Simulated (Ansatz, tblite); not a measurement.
Isomers of Ge$_{2}$F$_{5}$⁻ (singlet), found by a short tight-binding search and relaxed with PBE0-D4/def2-SVPD in Ansatz.

The xTB rows come from tblite. Correlated methods freeze 23 core orbitals; core or outer-core shells of Ge are correlated, in sets that lack core-valence functions.

Other spin states weren't relaxed.

A:

```xyz
7

Ge   -1.819    0.512   -0.160
Ge    0.617   -0.520    0.294
F     1.006   -0.725    2.027
F    -1.281    2.194    0.261
F     2.191    0.101   -0.261
F    -1.521    0.660   -1.946
F     0.806   -2.223   -0.215
```

B:

```xyz
7

Ge    1.274    1.444   -0.816
Ge   -0.903   -1.119    0.776
F    -0.199    0.162   -0.606
F     0.889    2.250    0.756
F    -2.596   -0.567    0.454
F    -0.939   -2.455   -0.444
F     2.474    0.285   -0.120
```

Estimate which lies lowest at each level, and how far above it the others are (eV).


```
               level     A     B
            GFN1-xTB  0.00  1.01
            GFN2-xTB  0.57  0.00
       HF/def2-TZVPD  0.14  0.00
   PBE-D4/def2-TZVPD  0.10  0.00
r2SCAN-D4/def2-TZVPD  0.08  0.00
   B97M-V/def2-TZVPD  0.14  0.00
  PBE0-D4/def2-TZVPD  0.06  0.00
 BHLYP-D4/def2-TZVPD  0.19  0.00
      MP2/def2-TZVPD  0.11  0.00
```
Point groups (tolerance 0.1 Å): A not assigned, B not assigned. Lower isomers may exist.
